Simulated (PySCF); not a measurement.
B3LYP has the VWN-RPA correlation part, as in Gaussian. Delta-SCF ions had no search for a lower state. Excitations are Tamm–Dancoff values on a coarser integration grid. The basis has no diffuse functions, so Rydberg states are missing or too high.

Cartesian coordinates (Å):
SMILES: F[Si](F)(F)S
```xyz
6

F     -0.8092     0.5455     1.4616
Si    -0.4742     0.0073     0.0149
F     -1.5287    -1.1037    -0.3603
F     -0.6650     1.2335    -0.9622
S      1.4342    -0.8570    -0.1218
H      2.0533     0.2878     0.2214
```
Charge 0, multiplicity 1.

Q: Predict the T1 excitation (TDA), total energy and vertical ionisation energy (Delta-SCF) from B3LYP-D3(BJ)/def2-TZVP (PySCF).

A: 
```json
{
  "T1 excitation (TDA)": "5.84 eV",
  "total_energy": "-26891.98 eV",
  "vertical ionisation energy (Delta-SCF)": "11.10 eV"
}
```
